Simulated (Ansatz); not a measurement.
A run for Ansatz (a program for electronic structure): R-CCSD(T)/cc-pVTZ on GaH5N2O (SMILES [NH2][Ga]([NH2])[OH]), a point of a torsion scan. The run froze 17 orbitals, filled d shells among them.

Ansatz 0.2 input:
```yaml
crystal:
  periodic: [false, false, false]
  atoms:
    - {symbol: N, position_ang: [1.18830390, -1.01494731, 0.36967392]}
    - {symbol: Ga, position_ang: [-0.14886225, -0.41992571, -0.76699356]}
    - {symbol: N, position_ang: [0.00955172, -0.05896450, -2.56398109]}
    - {symbol: O, position_ang: [-1.63149348, 0.17357552, -0.07551333]}
    - {symbol: H, position_ang: [2.13107482, -0.89908410, 0.01437706]}
    - {symbol: H, position_ang: [1.10984251, -1.95535409, 0.74178762]}
    - {symbol: H, position_ang: [0.48490359, -0.71995494, -3.16807563]}
    - {symbol: H, position_ang: [-0.86586589, 0.20960230, -3.00034791]}
    - {symbol: H, position_ang: [-1.77007594, 0.24138775, 0.86719064]}
basis:
  gaussian:
    orbitals: cc-pVTZ
magnetization: {spin_polarized: false}
correlation: {method: ccsd_t, electrons: outside_noble_gas}
scf: {lower_state_search: off}
```

Predict the final total energy.

-2110.9107 hartree (reference determinant -2110.1043, T1 diagnostic 0.012).

How many basis functions does it have, and what does it roughly cost on one machine?

203 functions; roughly 110 core-seconds.
